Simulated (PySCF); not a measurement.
BBr₃.
Structure used (PBE0-D3(BJ)/def2-SVP), in Å, numbered top down from 1:
```
atom  x, y, z in Å
B1    -0.0001    0.0003   -0.0002
Br2    1.8988   -0.0298    0.0153
Br3   -0.9242    1.6595   -0.0173
Br4   -0.9745   -1.6299    0.0023
```

Computed, not measured: PBE0-D3(BJ)/def2-SVP geometry optimisation, gas phase (PySCF).

Masses are those of the commonest isotopes; rigid-rotor values at the optimised geometry. 

**Question.** What are A, B and C (MHz)?

**Answer.** Ia = 426.83, Ib = 427.19, Ic = 854.02 u·Å²; 505379 MHz·u·Å²/I gives A = 1184, B = 1183, C = 591.8 MHz.

**Question.** What kind of rotor is it?

**Answer.** An oblate symmetric top, as the point group D3h requires two equal moments; the computed ones differ by 0.09 % because the geometry is symmetric only within the optimiser's tolerance: κ = (2 × 1183 − 1184 − 591.8)/(1184 − 591.8) = 1.00.

**Question.** Is it planar, by Δ = Ic − Ia − Ib?

**Answer.** Planar: Δ = Ic − Ia − Ib = 0.00 u·Å². For a rigid frame Δ = −2 Σ m c², so it vanishes when all atoms lie in the ab plane; here none is more than 0.01 Å from it.

The point group D3h allows no dipole (computed: 0.00 D), so a rigid rotor has no electric-dipole lines.

**Question.** Estimate the classical rotational partition function at 10 K, 50 K and 500 K.

**Answer.** Point group D3h, symmetry number σ = 6; q = (√π/σ)·√((kT/h)³/(ABC)), k/h = 20836.6 MHz/K: 976 at 10 K, 10900 at 50 K, 345000 at 500 K.

Not checked by PBE0-D3(BJ)/def2-SVP frequencies. Zero-point vibration and centrifugal distortion are left out.
